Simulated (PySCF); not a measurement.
CH5FS2Si, singlet, geometry from GFN2-xTB. Base run: PBE0/6-31G in PySCF.

The PySCF input:
```python
from pyscf import gto, scf, dft, solvent

mol = gto.Mole()
mol.atom = '''
    C     1.81175633   -1.09051454    0.27013772
    Si    0.21759818   -0.08663033    0.25859588
    F    -0.08524082    0.46245363    1.74180321
    S     0.45528736    1.62735223   -1.02153377
    S    -1.55553932   -1.21530765   -0.20333868
    H     1.70741809   -1.97384945    0.89353186
    H     2.08767792   -1.41507650   -0.72860959
    H     2.63134014   -0.49595235    0.66270336
    H    -0.66678759    2.22539090   -0.64784963
    H    -1.30536228   -1.33939676   -1.49921436
'''
mol.basis = '6-31g'
mol.verbose = 4
mol.build()

mf = dft.RKS(mol)
mf.xc = 'pbe0'
mf.kernel()
```

The base run was repeated with changes; each row names its change, and settings that it needs were set with it.

| change | ΔE vs base (kJ/mol) | dipole (D) | HOMO-LUMO gap (eV) |
|---|---|---|---|
| base | 0.00 | 2.37 | 7.74 |
| model = IEF-PCM; solvent = toluene | -16.98 | 2.62 | 7.80 |
| model = IEF-PCM; solvent = toluene; vdw_scale = 1.0 | -33.6 | 2.68 | 7.84 |
| model = ddCOSMO; solvent = toluene | -16.28 | 2.64 | 7.80 |
| model = IEF-PCM; solvent = toluene; lebedev_order = 41 | -16.98 | 2.62 | 7.80 |
| model = IEF-PCM; solvent = toluene; r_probe = 0.5 | -6.74 | 2.54 | 7.77 |
| model = C-PCM; solvent = toluene | ? | ? | 7.80 |
| model = IEF-PCM; solvent = toluene; vdw_scale = 1.1 | ? | ? | ? |
| model = SS(V)PE; solvent = toluene | -16.84 | 2.61 | 7.79 |
| model = IEF-PCM; solvent = methanol | -35.8 | 2.91 | 7.84 |
| model = COSMO; solvent = toluene | -16.75 | 2.61 | 7.79 |
| model = IEF-PCM; solvent = dimethylsulfoxide | ? | ? | ? |

Q: Some entries are withheld; supply them.

A: 
- model = C-PCM; solvent = toluene, ΔE vs base (kJ/mol): -20.56
- model = C-PCM; solvent = toluene, dipole (D): 2.67
- model = IEF-PCM; solvent = toluene; vdw_scale = 1.1, ΔE vs base (kJ/mol): -23.65
- model = IEF-PCM; solvent = toluene; vdw_scale = 1.1, dipole (D): 2.65
- model = IEF-PCM; solvent = toluene; vdw_scale = 1.1, HOMO-LUMO gap (eV): 7.81
- model = IEF-PCM; solvent = dimethylsulfoxide, ΔE vs base (kJ/mol): -36.3
- model = IEF-PCM; solvent = dimethylsulfoxide, dipole (D): 2.92
- model = IEF-PCM; solvent = dimethylsulfoxide, HOMO-LUMO gap (eV): 7.85

The base is the gas phase, so ΔE is the electrostatic part of solvation at a fixed geometry, without cavity and dispersion terms.
